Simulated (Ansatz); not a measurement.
Reaction (redistribution): `F[SiH]1BC1` + `[SiH3][SiH2][GeH3]` → `B1C[SiH2]1` + `[F][GeH2][SiH2][SiH3]`

Calculated with Ansatz (gas phase, PBE0-D4/def2-TZVP geometries, no zero-point term in ΔE). CBS: MP2 limit from def2 TZ/QZ plus the TZ coupled-cluster correction, frozen cores. Functionals use def2-TZVPP. B3LYP here is the variant with VWN-RPA as its local correlation; programs differ in this. For Ge outer-core shells are correlated without core-valence functions, which leaves a few kJ/mol of doubt a bond. Scalar relativity is left out up to krypton. Each species was taken in one conformer, which may not be the lowest.

```json
{"level": "PBE-D4", "ΔE (kJ/mol)": "63.2", "difference from CCSD(T)/CBS": "-7.9"}
{"level": "r2SCAN-D4", "ΔE (kJ/mol)": "68.6", "difference from CCSD(T)/CBS": "-2.5"}
{"level": "PBE0-D4", "ΔE (kJ/mol)": "66.3", "difference from CCSD(T)/CBS": "-4.8"}
{"level": "B3LYP-D4", "ΔE (kJ/mol)": "64.2", "difference from CCSD(T)/CBS": "-6.9"}
{"level": "ωB97X-V", "ΔE (kJ/mol)": "64.1", "difference from CCSD(T)/CBS": "-7.0"}
{"level": "ωB97M-V", "ΔE (kJ/mol)": "68.7", "difference from CCSD(T)/CBS": "-2.4"}
{"level": "B2PLYP", "ΔE (kJ/mol)": "65.8", "difference from CCSD(T)/CBS": "-5.3"}
{"level": "PBE", "ΔE (kJ/mol)": "63.3", "difference from CCSD(T)/CBS": "-7.8"}
{"level": "r2SCAN", "ΔE (kJ/mol)": "68.7", "difference from CCSD(T)/CBS": "-2.4"}
{"level": "PBE0", "ΔE (kJ/mol)": "66.4", "difference from CCSD(T)/CBS": "-4.7"}
{"level": "B3LYP", "ΔE (kJ/mol)": "64.3", "difference from CCSD(T)/CBS": "-6.8"}
{"level": "HF/def2-TZVPP", "ΔE (kJ/mol)": "61.4", "difference from CCSD(T)/CBS": "-9.7"}
{"level": "MP2/def2-TZVPP", "ΔE (kJ/mol)": "69.6", "difference from CCSD(T)/CBS": "-1.5"}
{"level": "SCS-MP2/def2-TZVPP", "ΔE (kJ/mol)": "65.6", "difference from CCSD(T)/CBS": "-5.5"}
{"level": "CCSD/def2-TZVPP", "ΔE (kJ/mol)": "67.9", "difference from CCSD(T)/CBS": "-3.2"}
{"level": "CCSD(T)/def2-TZVPP", "ΔE (kJ/mol)": "67.6", "difference from CCSD(T)/CBS": "-3.5"}
{"level": "HF/def2-QZVPP", "ΔE (kJ/mol)": "61.8", "difference from CCSD(T)/CBS": "-9.3"}
{"level": "MP2/def2-QZVPP", "ΔE (kJ/mol)": "71.7", "difference from CCSD(T)/CBS": "0.6"}
{"level": "SCS-MP2/def2-QZVPP", "ΔE (kJ/mol)": "67.5", "difference from CCSD(T)/CBS": "-3.6"}
{"level": "HF/CBS(def2)", "ΔE (kJ/mol)": "61.9", "difference from CCSD(T)/CBS": "-9.2"}
{"level": "MP2/CBS(def2)", "ΔE (kJ/mol)": "73.1", "difference from CCSD(T)/CBS": "2.0"}
{"level": "CCSD/CBS(def2)", "ΔE (kJ/mol)": "71.4", "difference from CCSD(T)/CBS": "0.3"}
{"level": "CCSD(T)/CBS", "ΔE (kJ/mol)": "71.1", "difference from CCSD(T)/CBS": "0"}
```

Largest T1 diagnostic among the species: 0.014.

In def2-TZVPP, CCSD(T) changes the Hartree–Fock value by +6.2 kJ/mol (the triples alone add −0.3 kJ/mol) and MP2 by +8.2 kJ/mol. From PBE to PBE0 (25 % exact exchange), in def2-TZVPP and without D4, ΔE moves by +3.1 kJ/mol.
